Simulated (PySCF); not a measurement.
**Ne+: ionisation energy**

Ne+ [He] 2s2 2p5 (2P) → Ne(2+) [He] 2s2 2p4 (3P), as a difference of total energies. Calculation: PySCF 2.14, in aug-cc-pVQZ (6s5p4d3f2g, 80 functions); no relativity, point nucleus. Correlated levels: valence: 1s2 frozen. The calculations carry no spin-orbit coupling.

Q: Order these methods by the ionisation energy they give, lowest first.
A. BLYP
B. M06
C. MP2 (valence)
D. r2SCAN

A: C (40.888 eV), D (41.133 eV), A (41.202 eV), B (41.227 eV).

Errors of the correlated levels include the incompleteness of this basis and the frozen core.

For comparison: 40.963 eV (measured; NIST Atomic Spectra Database, ionization energies).
